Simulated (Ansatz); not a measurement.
```yaml
crystal:
  periodic: [false, false, false]
  atoms:
    - {symbol: B, position_ang: [-0.603139, 0.935760, -0.186704]}
    - {symbol: C, position_ang: [0.108681, -0.431057, 0.050295]}
    - {symbol: O, position_ang: [-0.646485, -1.377605, 0.045386]}
    - {symbol: O, position_ang: [1.422185, -0.536672, 0.239135]}
    - {symbol: H, position_ang: [-0.783699, 1.304326, -1.304306]}
    - {symbol: H, position_ang: [-1.060367, 1.515845, 0.747077]}
    - {symbol: H, position_ang: [1.623924, -1.478698, 0.363418]}
basis:
  gaussian: {orbitals: def2-mTZVPP, final_grid: {core_spheres: 5, valence_spheres: 4, degree: 11}}
total_charge: -2
magnetization: {spin_polarized: true, initial_magnetization: 0}
hamiltonian: {xc: {name: HF}, pseudopotentials: {relativity: scalar}}
correlation: {method: ccsd_t}
scf: {lower_state_search: light}
```

```sh
$ ansatz run in.yaml --threads 2 --pin off --events-out ev --progress --plain --max-ram 4352MiB
```

It prints (some lines left out):

```
Functional definition: HF
927 factors; integrals over basis functions are off by at most 1.3e-3 eV
mean field evaluation 1: about -5811.6385 eV, gradient 3.9e1 eV
mean field evaluation 2: about -5811.6877 eV, gradient 3.9e1 eV
mean field evaluation 4: about -5819.8549 eV, gradient 3.6e0 eV
mean field evaluation 8: about -5819.9562 eV, gradient 4.5e-1 eV
mean field evaluation 16: about -5819.9599 eV, gradient 9.8e-5 eV
mean field -5820.00820726 eV, -213.8813566736 hartree, gradient 2.2e-6 eV, S^2 0.379829; 12 other end points of the search recorded, 0 dependent functions left out
determinant -5820.00820726 eV, -213.8813566736 hartree, with singles and doubles -5838.71282932 eV, -214.5687388557 hartree
determinant -5819.60501630 eV, -213.8665396791 hartree, with singles and doubles -5837.85761726 eV, -214.5373103923 hartree
determinant -5819.95992768 eV, -213.8795824317 hartree, with singles and doubles -5838.76489181 eV, -214.5706521169 hartree
4 core orbitals not correlated: weight in the atoms' cores, before any rotation towards them, 1.000 or more for the frozen orbitals, at most 0.000 for the correlated occupied ones
reference -5820.00820726 eV, -213.8813566736 hartree; 12, 12 occupied and 85, 85 virtual orbitals, 927 factors
second order -18.12839021 eV of doubles, -0.00000000 eV of singles
cycle   1  -18.71503425 eV  change   -1.0e-2 eV  update   1.2e-2
cycle   2  -18.71931508 eV  change   -4.3e-3 eV  update   1.1e-2
cycle   3  -18.73041224 eV  change   -1.1e-2 eV  update   9.5e-3
cycle   4  -18.73338564 eV  change   -3.0e-3 eV  update   5.2e-3
cycle   5  -18.74307114 eV  change   -9.7e-3 eV  update   2.6e-3
cycle   6  -18.74630449 eV  change   -3.2e-3 eV  update   1.5e-3
cycle   7  -18.74663543 eV  change   -3.3e-4 eV  update   9.6e-4
cycle   8  -18.74512961 eV  change    1.5e-3 eV  update   5.2e-4
cycle   9  -18.74450467 eV  change    6.2e-4 eV  update   2.8e-4
cycle  10  -18.74468680 eV  change   -1.8e-4 eV  update   1.7e-4
cycle  11  -18.74489158 eV  change   -2.0e-4 eV  update   1.2e-4
cycle  12  -18.74487108 eV  change    2.0e-5 eV  update   8.6e-5
cycle  13  -18.74483512 eV  change    3.6e-5 eV  update   5.9e-5
cycle  14  -18.74479209 eV  change    4.3e-5 eV  update   2.5e-5
cycle  15  -18.74482204 eV  change   -3.0e-5 eV  update   1.0e-5
cycle  16  -18.74483814 eV  change   -1.6e-5 eV  update   4.4e-6
perturbative correction -0.79141375 eV, -0.0290839189 hartree
Total energy: -5839.54445915 eV, -214.5993006885 hartree
Relativity: scalar
```

**Question.** Something in this input is off. What?

**Answer.** The charge is far from anything that the molecule holds. The run converged. The result belongs to that input, not to the molecule as meant.
